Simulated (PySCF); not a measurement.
Compound: C7H9NOSi.
Numbering: `[CH2:1]=[C:2]([O:3][SiH3:4])[c:5]1[cH:6][cH:7][cH:8][cH:9][n:10]1`

NICS is the negative of the GIAO shielding at a point without a nucleus: at the ring centre (0) and 1 Å above and below it (1); zz is the component along the ring normal. Level: GIAO B3LYP/pcSseg-1 (PySCF, non-relativistic, gas phase) on the PBE0-D3(BJ)/def2-SVP geometry, one conformer.

Ring bond lengths (Å): C5–C6 1.400, C6–C7 1.392, C7–C8 1.391, C8–C9 1.397, C9–N10 1.324, N10–C5 1.337.

**Question.** Give the NICS values of each ring in ppm.

**Answer.** 
| ring | type | NICS(0) | NICS(1), two faces | NICS(1)zz, two faces | rms pucker (Å) | centre to ring atoms, mean (Å) |
| --- | --- | --- | --- | --- | --- | --- |
| C5–C6–C7–C8–C9–N10 | 6-membered ring with N; formal bonds all aromatic | -6.7 | -10.6 / -10.6 | -25.9 / -25.9 | 0.00 | 1.37 |

**Question.** What do they say, and how far can they be read as aromaticity?

**Answer.** 
- C5–C6–C7–C8–C9–N10: mean NICS(1)zz -25.9 ppm, shielded, aromatic by this magnetic criterion (flat ring, no four-coordinate atom).

**Question.** What does the geometric index give? Use HOMA with the parameters of Krygowski (1993).

**Answer.** 
- C5–C6–C7–C8–C9–N10: HOMA 0.99; the largest term is that of C5–C6, α(R − Ropt)² = 0.04. The geometric and the magnetic index point the same way.

**Question.** What is the mean of the two in-plane components of NICS at the second NICS(1) probe listed for ring C5–C6–C7–C8–C9–N10, 1 Å off the ring?

**Answer.** The isotropic value is a third of the trace: (3 × -10.6 − (-25.9))/2 = -2.9 ppm.

**Question.** How shielded are the nuclei of the rings and their hydrogens (means over atoms taken as equivalent)?

**Answer.** 
| atoms | environment | σ isotropic (ppm) | principal values of the symmetric part, first atom (ppm) |
| --- | --- | --- | --- |
| C5 | substituted aromatic carbon | 20.4 | -79.9, 6.9, 134.1 |
| C6 | aromatic CH carbon | 55.7 | -52.1, 41.2, 178.1 |
| C7 | aromatic CH carbon | 37.1 | -79.5, 19.2, 171.7 |
| C8 | aromatic CH carbon | 51.2 | -62.7, 47.9, 168.4 |
| C9 | aromatic CH next to a ring nitrogen | 24.5 | -84.8, 21.8, 136.6 |
| N10 | pyridine-type nitrogen | -86.8 | -385.7, -161.6, 286.9 |
| H on C6 | aromatic hydrogen | 23.68 | 18.7, 21.9, 30.4 |
| H on C7 | aromatic hydrogen | 23.78 | 20.5, 23.7, 27.1 |
| H on C8 | aromatic hydrogen | 24.41 | 21.9, 24.0, 27.3 |
| H on C9 | aromatic hydrogen | 22.82 | 18.6, 23.4, 26.5 |

**Question.** How do the values depend on the level or the medium?

**Answer.** 
```csv
level,"NICS(0), C5–C6–C7–C8–C9–N10","mean NICS(1)zz, C5–C6–C7–C8–C9–N10"
"B3LYP/pcSseg-1, gas",-6.7,-25.9
"PBE0/pcSseg-1, gas",-6.8,-26.4
"PBE0/pcSseg-1, IEF-PCM acetonitrile",-6.6,-26.4
"PBE0/pcSseg-1, IEF-PCM dichloromethane",-6.7,-26.4
```

The geometry is the same throughout; the continuum's cavity takes Bondi-type radii × 1.2.

Hardware: one thread, Intel Xeon at 2.50 GHz (x86_64), no GPU (shared host). Cost: 1.9 min, 1.2 GiB resident at most. This is the whole shielding run at B3LYP/pcSseg-1, SCF included.

Conformer computed: `[CH2:1]=[C:2]([O:3][SiH3:4])[c:5]1[cH:6][cH:7][cH:8][cH:9][n:10]1`: C1–C2–O3–Si4 1°, C1–C2–C5–C6 -179°.
